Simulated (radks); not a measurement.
Cs+, configuration [Kr] 4d10 5s2 5p5.5 6s0.5 (fractional occupations, a model configuration).

All-electron calculation, Dirac Kohn-Sham, exchange-only LDA, spin-unpolarised, spherical densities, point nucleus; open shells fill j = l - 1/2 first. Program: a radial shooting solver on a logarithmic mesh with Libxc functionals.

Energy parts (Ry):
part                   energy
total             -15557.0722
kinetic            16572.0603
electron-nucleus  -37831.2078
Hartree             6063.9784
exchange            -361.9031

Orbitals (lengths in bohr, moments of r in powers of bohr; <r^-3> diverges for s and p1/2):
| orbital | occ. | eigenvalue (Ry) | <1/r> | <r^-3> | <r^2> |
|---|---|---|---|---|---|
| 1s1/2 | 2 | -2626.719 | 59.35 | - | 0.0009264 |
| 2s1/2 | 2 | -412.3019 | 13.91 | - | 0.01479 |
| 2p1/2 | 2 | -388.0809 | 13.90 | - | 0.01090 |
| 2p3/2 | 4 | -362.2252 | 12.73 | 5919 | 0.01217 |
| 3s1/2 | 2 | -86.02679 | 4.981 | - | 0.1024 |
| 3p1/2 | 2 | -75.89175 | 4.896 | - | 0.09709 |
| 3p3/2 | 4 | -70.94014 | 4.606 | 1160 | 0.1050 |
| 3d3/2 | 4 | -53.06585 | 4.468 | 187.8 | 0.08724 |
| 3d5/2 | 6 | -52.01351 | 4.393 | 172.5 | 0.08951 |
| 4s1/2 | 2 | -16.57936 | 2.037 | - | 0.5460 |
| 4p1/2 | 2 | -12.94210 | 1.931 | - | 0.5922 |
| 4p3/2 | 4 | -11.92350 | 1.835 | 239.0 | 0.6388 |
| 4d3/2 | 4 | -6.00221 | 1.599 | 30.72 | 0.8061 |
| 4d5/2 | 6 | -5.83352 | 1.575 | 27.96 | 0.8266 |
| 5s1/2 | 2 | -2.41598 | 0.7661 | - | 3.356 |
| 5p1/2 | 2 | -1.51413 | 0.6588 | - | 4.499 |
| 5p3/2 | 3.5 | -1.38665 | 0.6255 | 29.60 | 4.932 |
| 6s1/2 | 0.5 | -0.44337 | 0.2671 | - | 25.09 |

The highest occupied level is 6s1/2 at -6.032 eV. Summed over all electrons, <r^2> = 60.34 bohr^2, which gives a Langevin (diamagnetic) susceptibility term of -47.8 x 10^-6 cm^3/mol. The density falls to 0.001 e/bohr^3 at r = 4.34 bohr.
